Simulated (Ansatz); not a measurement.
The cluster Li₄S₂. Charge 0, multiplicity 3. Geometry PBE-D4/def2-TZVP, that of the charge +1 doublet; atoms count from 1.

Cartesian coordinates in Å:
```
Li -2.009 3.279 -1.120
Li 1.984 -3.294 1.121
Li -0.057 0.416 1.315
Li 0.075 -0.405 -1.316
S -0.905 1.495 -0.511
S 0.912 -1.491 0.511
```

At PBE0-D4/def2-TZVP a singlet of charge 0 lies 2.39 eV below the triplet at the same geometry. The structure comes from a short search, and lower isomers may exist.

Estimate the Mulliken populations from the PBE0/def2-TZVP orbitals of Ansatz.


```tsv
atom	charge (e)	spin (α − β)
Li1	0.35	0.49
Li2	0.35	0.49
Li3	0.71	-0.03
Li4	0.71	-0.03
S5	-1.05	0.53
S6	-1.05	0.53
```
Mulliken values and Mayer orders depend strongly on the basis.

Where does the spin sit?

Summed by element: Li 0.93, S 1.07, of 2 unpaired in all. Largest on single atoms: S6 0.53, S5 0.53, Li2 0.49.
